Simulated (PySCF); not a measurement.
Structure problem from calculated spectra and properties.

Formula: C3H8O2Si2.

| Property | Result |
| --- | --- |
| UV, first state | lowest singlet excitation: 5.82 eV (213 nm, f = 0.000) [TDDFT B3LYP/def2-SVPD] |
| Rotational structure | rotational constants A, B, C: 2.791, 1.390, 1.161 GHz [GFN2-xTB] |
| 13C NMR | chemical shifts (computed TMS as zero) by class: 184.7 (1 C), 23.1 (1 C), -7.4 (1 C) ppm [GIAO PBE0/pcSseg-1] |
| NMR, other nuclei | isotropic shieldings of nuclei other than C and H, by class: -70 (1 O), 116 (1 O), 376 (2 Si) ppm [GIAO PBE0/pcSseg-1] |
| Polarisability | 93.3 au [B3LYP/def2-SVPD] |
| UV, strongest line | among the 8 lowest singlet transitions: S5 at 6.94 eV (179 nm, f = 0.086) [TDDFT B3LYP/def2-SVPD] |
| Dipole | 1.57 D [B3LYP/def2-SVPD] |

The electronic properties come from PySCF, for the isolated species, density fitting. Levels stand in brackets. One conformer (not necessarily the lowest) at the GFN2-xTB geometry, without solvent, vibrations or thermal averaging. Each NMR value is the plain mean over a class of atoms that symmetry, rotation or inversion makes alike.

Task: Propose a structure and show how it fits.

Result: Numbering: `[O:1]=[C:2]([OH:3])[CH:4]1[SiH2:5][CH2:6][SiH2:7]1`. Its formula, C3H8O2Si2, gives 2 degrees of unsaturation: 1 ring and 1 π bond in the structure found. 3 carbons fall into 3 classes; from least to most shielded: carboxylic acid carbon [C2] (184.7 ppm), ring sp3 carbon bound to silicon [C4] (23.1 ppm), ring sp3 carbon bound to silicon [C6] (-7.4 ppm). The other shieldings belong to: -70 ppm, acid carbonyl oxygen [O1]; 116 ppm, acid hydroxyl oxygen [O3]; 376 ppm, SiH2 silicon [Si5/Si7]. S1 is mainly HOMO→LUMO+1 (weight 0.94); the largest Löwdin shares of the orbital it empties are 0.69 on the acid carbonyl oxygen, 0.12 on the acid hydroxyl oxygen, 0.08 on the carboxylic acid carbon and 0.07 on an sp3 carbon bound to silicon, of the orbital it fills 0.28 on the carboxylic acid carbon, 0.18 on the acid carbonyl oxygen and 0.10 on each of 2 atoms of one kind (SiH2 silicon). The optimised geometry has point group Cs and is an asymmetric top. Structure: `O=C(O)C1[SiH2]C[SiH2]1`. Computed isomers that give other values at the same levels: `C#CC[SiH2]O[SiH2]O` (13C chemical shifts (computed TMS as zero) by class: 95.6 (1 C), 73.3 (1 C), 8.3 (1 C) ppm); `COC1=CO[SiH2][SiH2]1` (13C chemical shifts (computed TMS as zero) by class: 152.2 (1 C), 141.8 (1 C), 57.9 (1 C) ppm); `C=C[Si@@](O)([SiH3])C=O` (13C chemical shifts (computed TMS as zero) by class: 250.8 (1 C), 144.8 (1 C), 139.9 (1 C) ppm). The assignments are read from this structure; whether some other isomer fits the data as well wasn't checked.

The values belong to the conformer `[O:1]=[C:2]([OH:3])[CH:4]1[SiH2:5][CH2:6][SiH2:7]1`: O1–C2–C4–Si5 49°, H–O3–C2–O1 0°.
